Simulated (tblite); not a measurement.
C3H11FOSi2.
Numbering: `[CH3:1][Si@H:2]([SiH3:3])[CH2:4][O:5][CH2:6][F:7]` (hydrogens: H8, H9, H10 on C1; H11 on Si2; H12, H13, H14 on Si3; H15, H16 on C4; H17, H18 on C6)

The geometry is computed with GFN2-xTB (gas phase).

Question: Give the optimised bond lengths and angles.

Answer: 
```json
{"bond": "C1–Si2", "length (pm)": "190.6"}
{"bond": "Si2–Si3", "length (pm)": "231.8"}
{"bond": "Si2–C4", "length (pm)": "191.7"}
{"bond": "C4–O5", "length (pm)": "143.2"}
{"bond": "O5–C6", "length (pm)": "135.8"}
{"bond": "C6–F7", "length (pm)": "138.1"}
{"bond": "C1–H8, C1–H9, C1–H10", "length (pm)": "108.7"}
{"bond": "Si2–H11", "length (pm)": "147.9"}
{"bond": "Si3–H12, Si3–H13, Si3–H14", "length (pm)": "146.7"}
{"bond": "C4–H15", "length (pm)": "109.6"}
{"bond": "C4–H16", "length (pm)": "109.4"}
{"bond": "C6–H17", "length (pm)": "109.6"}
{"bond": "C6–H18", "length (pm)": "110.4"}
```

Bonds in one row agree within 1 pm and their mean is given. A selection of angles:
```json
{"angle": "Si2–C1–H8", "degrees": "112.0"}
{"angle": "H8–C1–H9", "degrees": "107.5"}
{"angle": "C1–Si2–Si3", "degrees": "114.1"}
{"angle": "C1–Si2–C4", "degrees": "106.1"}
{"angle": "C1–Si2–H11", "degrees": "107.1"}
{"angle": "Si3–Si2–C4", "degrees": "107.5"}
{"angle": "Si3–Si2–H11", "degrees": "116.3"}
{"angle": "C4–Si2–H11", "degrees": "105.0"}
{"angle": "Si2–Si3–H12", "degrees": "113.9"}
{"angle": "Si2–Si3–H13", "degrees": "112.5"}
{"angle": "Si2–Si3–H14", "degrees": "110.4"}
{"angle": "H12–Si3–H13", "degrees": "107.2"}
{"angle": "H12–Si3–H14", "degrees": "106.2"}
{"angle": "Si2–C4–O5", "degrees": "104.2"}
{"angle": "Si2–C4–H15", "degrees": "114.0"}
{"angle": "Si2–C4–H16", "degrees": "112.1"}
{"angle": "O5–C4–H15", "degrees": "109.3"}
{"angle": "O5–C4–H16", "degrees": "109.7"}
{"angle": "H15–C4–H16", "degrees": "107.5"}
{"angle": "C4–O5–C6", "degrees": "114.9"}
{"angle": "O5–C6–F7", "degrees": "111.5"}
{"angle": "O5–C6–H17", "degrees": "108.4"}
{"angle": "O5–C6–H18", "degrees": "113.2"}
{"angle": "F7–C6–H17", "degrees": "106.6"}
{"angle": "F7–C6–H18", "degrees": "105.4"}
{"angle": "H17–C6–H18", "degrees": "111.5"}
```

Torsions: C1–Si2–C4–O5 74° (synclinal); Si2–C4–O5–C6 176° (antiperiplanar); C4–O5–C6–F7 -71° (synclinal).

Si3 (SiH3 silicon) is distorted tetrahedral (angles from 106.2° to 113.9°). Si2 (SiH silicon) is distorted tetrahedral (angles from 105.0° to 116.3°). Of the pairs four or more bonds apart, F7···H16 is among the closest relative to their van der Waals radii: 2.57 Å, 96 % of the sum of Bondi's values. The 2 C–O bonds span 1.358 Å (O5–C6, drawn single) to 1.432 Å (C4–O5, drawn single), a spread of 0.074 Å.

Point group: C1 (no symmetry element, even within 0.4 Å). Its GFN2-xTB frequencies are all real (lowest 21 cm⁻¹). The numbers are those of one conformer.
